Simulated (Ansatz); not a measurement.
Reaction (formal exchange of groups at the Si–Se bond): `N[SiH]([SeH])Br` + SiH₄ → `N[SiH]([SiH3])Br` + H₂Se

Program: Ansatz. Geometries: PBE0-D4/def2-TZVP. ΔE: electronic, gas phase. CCSD(T)/CBS is the MP2 limit (def2-TZVPP, def2-QZVPP) plus CCSD(T) − MP2 in def2-TZVPP, frozen cores. This one scheme is used for every species. For Br, Se outer-core shells are correlated without core-valence functions, which leaves a few kJ/mol of doubt a bond. Scalar relativity is left out up to krypton. One conformer a species, not always the lowest.

`N[SiH]([SeH])Br`:

```xyz
8

N    -0.992   -0.506   -0.939
Si    0.297   -0.278    0.141
Se   -0.510    1.104    1.745
Br    2.155    0.636   -0.713
H    -1.000   -1.301   -1.559
H    -1.481    0.283   -1.330
H     0.719   -1.609    0.621
H     0.811    1.671    2.035
```

SiH₄:

Cartesian coordinates in Å:
```
Si 0.000 0.000 0.000
H -0.645 -1.331 -0.131
H -0.919 1.048 -0.512
H 1.259 0.019 -0.786
H 0.305 0.264 1.429
```

`N[SiH]([SiH3])Br`:

```xyz
10

N     1.326    0.889   -0.829
Si    0.101   -0.298   -0.765
Si   -1.145   -0.054    1.194
Br    0.856   -2.424   -0.736
H     1.914    1.054   -0.028
H     1.835    1.040   -1.687
H    -0.681   -0.191   -2.019
H    -2.121   -1.167    1.311
H    -0.214   -0.094    2.355
H    -1.871    1.245    1.204
```

H₂Se:

```xyz
3

Se   -0.657    0.188   -0.038
H     0.363    0.226    1.016
H     0.294   -0.414   -0.978
```

```csv
species,MP2/def2-SVP energy (Eh)
`N[SiH]([SeH])Br`,-5318.06893
SiH₄,-291.26947
`N[SiH]([SiH3])Br`,-3208.35818
H₂Se,-2400.95301
```

(1) Work out ΔE.

Largest T1 diagnostic among the species: 0.011.

Answers

(1) ΔE = (-3208.35818) + (-2400.95301) − (-5318.06893) − (-291.26947) = 0.02721 Eh = +0.74 eV. CCSD(T)/CBS gives +0.73 eV.

From BLYP to BHLYP (50 % exact exchange), in def2-TZVPP and without D4, ΔE moves by +0.08 eV. At CCSD(T), def2-SVP lies −0.09 eV from the extrapolated value and def2-TZVPP −0.03 eV. Leaving LDA and LC-ωPBE aside and taking each functional with its dispersion term where it has one, the values, not all of them listed here, spread over 0.13 eV, from PBE-D4 to ωB97M-V.
